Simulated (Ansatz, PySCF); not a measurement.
Noncovalent pair: H2O (SMILES O) (first 3 atoms) with HCl (SMILES Cl); geometry from B3LYP-D3(BJ)/def2-TZVP.
(charge 0, multiplicity 1):
```xyz
5

O      0.0409     0.3323     0.2529
H      0.7941     0.8483    -0.0558
H      0.1862    -0.5672    -0.0611
Cl    -0.3128     0.4730     3.3761
H     -0.2117     0.4340     2.0764
```

Monomers are frozen at their geometry in the pair; levels with a basis set take the counterpoise correction.

Cores are frozen in the correlated methods. CBS(a, b) extrapolates the correlation energy as X⁻³ and adds the Hartree–Fock energy of set b.

Run with Ansatz (a first-principles code); PySCF for the dispersion terms. 

| level | interaction energy (kJ/mol) |
|---|---|
| PBE-D3(BJ)/def2-TZVPPD | -27.6 |
| BLYP-D3(BJ)/def2-TZVPPD | -23.9 |
| revPBE-D3(BJ)/def2-TZVPPD | -22.9 |
| r2SCAN-D3(BJ)/def2-TZVPPD | … |
| B3LYP-D3(BJ)/def2-TZVPPD | -25.1 |
| B3LYP-D4/def2-TZVPPD | -24.7 |
| wB97M-V/def2-TZVPPD | -23.5 |
| CCSD/aug-cc-pV(T+d)Z | … |
| CCSD(T)/CBS(aug-cc-pV(T+d)Z, aug-cc-pV(Q+d)Z) | -23.9 |

### Question
What belongs in the gaps?

### Answer

- r2SCAN-D3(BJ)/def2-TZVPPD, interaction energy (kJ/mol): -27.0
- CCSD/aug-cc-pV(T+d)Z, interaction energy (kJ/mol): -19.9
